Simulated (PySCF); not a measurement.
# CH9NSi4

The system: CH9NSi4, a small molecule; neutral, singlet. The structure, one conformer, was relaxed in the gas phase by PBE0-D3(BJ)/def2-SVP. No frequency run checks that it is a minimum.

SMILES: N#C[Si]([SiH3])([SiH3])[SiH3]

| atom | x (Å) | y (Å) | z (Å) |
| --- | --- | --- | --- |
| Si1 | 0.704 | -0.757 | -2.017 |
| Si2 | 0.171 | -0.192 | 0.197 |
| Si3 | 0.792 | 2.013 | 0.700 |
| Si4 | -2.092 | -0.599 | 0.666 |
| C5 | 1.167 | -1.309 | 1.301 |
| N6 | 1.797 | -2.003 | 1.987 |
| H7 | 2.160 | -0.535 | -2.261 |
| H8 | -0.094 | 0.127 | -2.921 |
| H9 | 0.351 | -2.184 | -2.275 |
| H10 | 0.020 | 2.922 | -0.202 |
| H11 | 2.254 | 2.195 | 0.458 |
| H12 | 0.464 | 2.324 | 2.122 |
| H13 | -2.912 | 0.286 | -0.216 |
| H14 | -2.378 | -0.284 | 2.097 |
| H15 | -2.417 | -2.028 | 0.379 |

Shieldings: GIAO PBE0/pcSseg-1. Shifts are against computed references at the same level: C TMS (σ 184.4 ppm), H TMS (σ 31.27 ppm), Si TMS (σ 352.0 ppm). Core levels by delta-SCF with SCAN, pcX-2 on the ionised atom and pcseg-1 elsewhere, spin-free X2C (2p3/2 is the spin-free 2p value less a third of a first-order spin-orbit splitting); from the vacuum level, for chosen atoms.

Question: Give the shieldings and core levels atom by atom.

Answer: 
```
      atoms   bonded to  σ (ppm)  δ (ppm)  core level (eV)
Si1 Si3 Si4  1 Si + 3 H    450.9    -98.9     2p3/2 106.83
        Si2  1 C + 3 Si    469.3   -117.3     2p3/2 106.79
         C5  1 N + 1 Si     60.8    123.6        1s 291.32
         N6         1 C   -116.0        -        1s 404.54
   H7 H8 H9        1 Si    27.44     3.82                -
H10 H11 H12        1 Si    27.44     3.83                -
H13 H14 H15        1 Si    27.44     3.82                -
```

Values are those of this one static structure, with the three H of a rotating XH3 group averaged; atoms that internal rotation interchanges would show their mean in an NMR spectrum.

The core-hole states of C5, N6 are spin-contaminated (⟨S²⟩ 0.81, 0.82 against 0.75 for a pure doublet), so those values and differences from them are less sure.

Question: By CAM-B3LYP/def2-SVPD (TDDFT singlets, Tamm-Dancoff triplets, ionisation by delta-SCF), where does absorption start, and what does vertical ionisation take?

Answer: The first singlet with intensity lies at 6.51 eV (f 0.001); what lies below it is dark. The lowest singlet lies at 6.38 eV (f 0.000), the strongest of the first 6 at 6.73 eV (f 0.095), the lowest triplet at 5.50 eV; vertical ionisation takes 10.09 eV.
